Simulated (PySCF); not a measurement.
C$_{2}$F$_{3}$N (SMILES N#CC(F)(F)F), singlet, geometry from GFN2-xTB; PySCF with DF-SVWN5/d-aug-cc-pVDZ.

PySCF was given this input:
```python
from pyscf import gto, scf, dft
import numpy

mol = gto.M(
    atom='''
C    -0.000324    0.003260   -0.307768
C     0.001231   -0.012387    1.169363
F    -0.008066    1.253823   -0.776566
F     1.081443   -0.608086   -0.797436
F    -1.075871   -0.620639   -0.795299
N     0.002429   -0.024446    2.307734
''',
    basis='d-aug-cc-pvdz',
    charge=0,
    spin=0,
    verbose=4,
)
print('smallest overlap eigenvalue', numpy.linalg.eigvalsh(mol.intor('int1e_ovlp'))[0])

mf = dft.RKS(mol)
mf.xc = 'lda,vwn'
mf = mf.density_fit(auxbasis='def2-universal-jkfit')
mf = scf.addons.remove_linear_dep_(mf, threshold=1e-3, lindep=1e-3)
mf.kernel()
```

It wrote (shortened):

```
PySCF version 2.14.0

[INPUT] verbose = 4
[INPUT] num. atoms = 6
[INPUT] num. electrons = 46
[INPUT] charge = 0
[INPUT] spin (= nelec alpha-beta = 2S) = 0
[INPUT] symmetry False subgroup None
[INPUT] Mole.unit = angstrom
[INPUT] Symbol           X                Y                Z      unit          X                Y                Z       unit  Magmom
[...]
nuclear repulsion = 231.590146213412
number of shells = 54
number of NR pGTOs = 264
number of NR cGTOs = 192
basis = d-aug-cc-pvdz
ecp = {}
input.py:23: DeprecationWarning: remove_linear_dep_ is deprecated and will be removed in a future release. Linear dependency handling is now built into the SCF procedure by default. Linear dependency removal can be controlled using the following settings:
  pyscf.scf.hf.remove_overlap_zero_eigenvalue = True
  pyscf.scf.hf.overlap_zero_eigenvalue_threshold = 1e-6

  mf = scf.addons.remove_linear_dep_(mf, threshold=1e-3, lindep=1e-3)
smallest overlap eigenvalue 2.4813911593838595e-06
Applying remove_linear_dep_ on SCF object.
Using canonical orthogonalization with threshold 0.001

******** <class 'pyscf.df.df_jk.DFRKS'> ********
method = DFRKS
initial guess = minao
damping factor = 0
level_shift factor = 0
DIIS = <class 'pyscf.scf.diis.CDIIS'>
diis_start_cycle = 1
diis_space = 8
diis_damp = 0
SCF conv_tol = 1e-09
SCF conv_tol_grad = None
SCF max_cycles = 50
direct_scf = False
XC library pyscf.dft.libxc version 7.1.2
    S. Lehtola, C. Steigemann, M. J. T. Oliveira, and M. A. L. Marques,  SoftwareX 7, 1–5 (2018)
XC functionals = lda,vwn
    P. A. M. Dirac,  Math. Proc. Cambridge Philos. Soc. 26, 376 (1930)
    F. Bloch,  Z. Phys. 57, 545 (1929)
    S. H. Vosko, L. Wilk, and M. Nusair,  Can. J. Phys. 58, 1200 (1980)
radial grids:
    Treutler-Ahlrichs [JCP 102, 346 (1995); DOI:10.1063/1.469408] (M4) radial grids

becke partition: Becke, JCP 88, 2547 (1988); DOI:10.1063/1.454033
pruning grids: <function nwchem_prune>
grids dens level: 3
symmetrized grids: False
atomic radii adjust function: <function treutler_atomic_radii_adjust>
small_rho_cutoff = 0
Set gradient conv threshold to 3.16228e-05
Initial guess from minao.
tot grids = 84928
init E= -428.39795554771
[...]
cycle= 1 E= -427.364238045547  delta_E= 1.03  |g|= 0.861  |ddm|= 11.2
[...]
cycle= 2 E= -426.601812599803  delta_E= 0.762  |g|= 2.18  |ddm|= 3.15
[...]
cycle= 3 E= -427.456512337421  delta_E= -0.855  |g|= 0.464  |ddm|= 2.46
[...]
cycle= 4 E= -427.501506059866  delta_E= -0.045  |g|= 0.0796  |ddm|= 0.553
[...]
cycle= 5 E= -427.502738923648  delta_E= -0.00123  |g|= 0.0258  |ddm|= 0.12
[...]
cycle= 6 E= -427.502890250633  delta_E= -0.000151  |g|= 0.0053  |ddm|= 0.0436
[...]
cycle= 7 E= -427.502890173997  delta_E= 7.66e-08  |g|= 0.00508  |ddm|= 0.00593
[...]
cycle= 8 E= -427.502890000262  delta_E= 1.74e-07  |g|= 0.00521  |ddm|= 0.000552
[...]
cycle= 9 E= -427.502890111455  delta_E= -1.11e-07  |g|= 0.00516  |ddm|= 0.000113
[...]
cycle= 10 E= -427.502889859442  delta_E= 2.52e-07  |g|= 0.00532  |ddm|= 0.000475
[...]
cycle= 11 E= -427.50289018435  delta_E= -3.25e-07  |g|= 0.00517  |ddm|= 0.00099
[...]
cycle= 12 E= -427.502891041552  delta_E= -8.57e-07  |g|= 0.00436  |ddm|= 0.00393
[...]
cycle= 13 E= -427.502890740022  delta_E= 3.02e-07  |g|= 0.00486  |ddm|= 0.00351
[...]
cycle= 14 E= -427.502891136798  delta_E= -3.97e-07  |g|= 0.0045  |ddm|= 0.00278
[...]
cycle= 15 E= -427.502890906552  delta_E= 2.3e-07  |g|= 0.00488  |ddm|= 0.00319
[...]
cycle= 16 E= -427.502890228479  delta_E= 6.78e-07  |g|= 0.00512  |ddm|= 0.00141
[...]
cycle= 17 E= -427.502890286364  delta_E= -5.79e-08  |g|= 0.00509  |ddm|= 0.000276
[...]
cycle= 18 E= -427.502890611076  delta_E= -3.25e-07  |g|= 0.00498  |ddm|= 0.00168
[...]
cycle= 19 E= -427.502889698816  delta_E= 9.12e-07  |g|= 0.00523  |ddm|= 0.00284
[...]
cycle= 20 E= -427.502889638214  delta_E= 6.06e-08  |g|= 0.00536  |ddm|= 0.0033
[...]
cycle= 21 E= -427.502889793499  delta_E= -1.55e-07  |g|= 0.00485  |ddm|= 0.00542
[...]
cycle= 22 E= -427.502891810763  delta_E= -2.02e-06  |g|= 0.00409  |ddm|= 0.00491
[...]
cycle= 23 E= -427.502891765539  delta_E= 4.52e-08  |g|= 0.00396  |ddm|= 0.00482
[...]
cycle= 24 E= -427.502891285972  delta_E= 4.8e-07  |g|= 0.00469  |ddm|= 0.00595
[...]
cycle= 25 E= -427.502891017228  delta_E= 2.69e-07  |g|= 0.00449  |ddm|= 0.00457
[...]
cycle= 26 E= -427.5028911006  delta_E= -8.34e-08  |g|= 0.00419  |ddm|= 0.00737
[...]
cycle= 27 E= -427.502888750653  delta_E= 2.35e-06  |g|= 0.00586  |ddm|= 0.00828
[...]
cycle= 28 E= -427.502889160427  delta_E= -4.1e-07  |g|= 0.00564  |ddm|= 0.00431
[...]
cycle= 29 E= -427.50288981391  delta_E= -6.53e-07  |g|= 0.0053  |ddm|= 0.000459
[...]
cycle= 30 E= -427.502889770253  delta_E= 4.37e-08  |g|= 0.00522  |ddm|= 0.00131
[...]
cycle= 31 E= -427.502888741471  delta_E= 1.03e-06  |g|= 0.00564  |ddm|= 0.00238
[...]
cycle= 32 E= -427.502890289895  delta_E= -1.55e-06  |g|= 0.00508  |ddm|= 0.0046
[...]
cycle= 33 E= -427.502889399972  delta_E= 8.9e-07  |g|= 0.00546  |ddm|= 0.00288
[...]
cycle= 34 E= -427.50288887935  delta_E= 5.21e-07  |g|= 0.00564  |ddm|= 0.00294
[...]
cycle= 35 E= -427.502889517155  delta_E= -6.38e-07  |g|= 0.00513  |ddm|= 0.00901
[...]
cycle= 36 E= -427.502888028279  delta_E= 1.49e-06  |g|= 0.00617  |ddm|= 0.00935
[...]
cycle= 37 E= -427.502890241356  delta_E= -2.21e-06  |g|= 0.00507  |ddm|= 0.00314
[...]
cycle= 38 E= -427.50288759348  delta_E= 2.65e-06  |g|= 0.00588  |ddm|= 0.00284
[...]
cycle= 39 E= -427.502888422206  delta_E= -8.29e-07  |g|= 0.00594  |ddm|= 0.00395
[...]
cycle= 40 E= -427.502889217481  delta_E= -7.95e-07  |g|= 0.00555  |ddm|= 0.00297
[...]
cycle= 41 E= -427.502890882302  delta_E= -1.66e-06  |g|= 0.00485  |ddm|= 0.00428
[...]
cycle= 42 E= -427.502892527785  delta_E= -1.65e-06  |g|= 0.00346  |ddm|= 0.00511
[...]
cycle= 43 E= -427.502888358333  delta_E= 4.17e-06  |g|= 0.00602  |ddm|= 0.00503
[...]
cycle= 44 E= -427.502890545057  delta_E= -2.19e-06  |g|= 0.00461  |ddm|= 0.00723
[...]
cycle= 45 E= -427.502888999907  delta_E= 1.55e-06  |g|= 0.00574  |ddm|= 0.00635
[...]
cycle= 46 E= -427.502888853139  delta_E= 1.47e-07  |g|= 0.00571  |ddm|= 0.00159
[...]
cycle= 47 E= -427.502889298852  delta_E= -4.46e-07  |g|= 0.00565  |ddm|= 0.00181
[...]
cycle= 48 E= -427.502889429817  delta_E= -1.31e-07  |g|= 0.00563  |ddm|= 0.00138
[...]
cycle= 49 E= -427.502889694947  delta_E= -2.65e-07  |g|= 0.00552  |ddm|= 0.00184
[...]
cycle= 50 E= -427.502888723738  delta_E= 9.71e-07  |g|= 0.00571  |ddm|= 0.0028
SCF not converged.
SCF energy = -427.502888723738
```

Convergence was not reached.
